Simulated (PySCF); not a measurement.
# Spin-rotation constants: `InChI=1S/C4H2ClF3O/c5-1-3(2-9)4(6,7)8/h1-2H/b3-1+`

Geometry:
```
atom   x (Å)   y (Å)   z (Å)
  O1   2.098   1.344  -0.152
  C2   0.908   1.209  -0.222
  C3   0.185  -0.055   0.026
  C4   0.761  -1.225   0.361
 Cl5   2.413  -1.437   0.555
  C6  -1.313   0.028  -0.120
  F7  -1.846   0.918   0.732
  F8  -1.671   0.424  -1.351
  F9  -1.931  -1.137   0.104
 H10   0.239   2.047  -0.485
 H11   0.164  -2.114   0.526
```

Computed, not measured: PySCF 2.14.0, GIAO PBE/pcSseg-1 magnetisability, rotational g tensor and spin-rotation constants, non-relativistic, gas phase. Geometry: GFN2-xTB.

**Question.** Give the nuclear spin-rotation constants along the inertial axes (H = +C I·J) beside the isotropic shieldings.

**Answer.** Rotational constants 2.3207, 0.8902, 0.7241 GHz. A star marks the isotopologue with that one atom substituted, in its own axes.
| atom | isotope | Caa (kHz) | Cbb (kHz) | Ccc (kHz) | mean (kHz) | σ (ppm) |
| --- | --- | --- | --- | --- | --- | --- |
| Cl5 | 35Cl | 0.696 | 0.418 | 0.104 | 0.406 | 632.7 |
| F7 | 19F | 3.488 | 1.299 | 0.910 | 1.899 | 225.3 |
| F8 | 19F | 3.480 | 1.295 | 0.907 | 1.894 | 226.0 |
| F9 | 19F | 3.582 | 0.894 | 0.882 | 1.786 | 251.5 |
| H10 | 1H | 0.079 | 0.008 | -0.064 | 0.008 | 21.4 |
| H11 | 1H | -0.211 | 0.078 | -0.077 | -0.070 | 24.2 |
| O1 | 17O* | -2.496 | -0.694 | 0.009 | -1.060 | -356.9 |
| C2 | 13C* | 1.017 | 0.468 | 0.175 | 0.553 | -3.6 |
| C3 | 13C* | 1.044 | 0.326 | 0.117 | 0.496 | 48.1 |
| C4 | 13C* | 1.048 | 0.376 | 0.125 | 0.516 | 31.8 |
| C6 | 13C* | 0.796 | 0.280 | 0.227 | 0.434 | 45.2 |

For the geometry as given, no vibrational averaging.
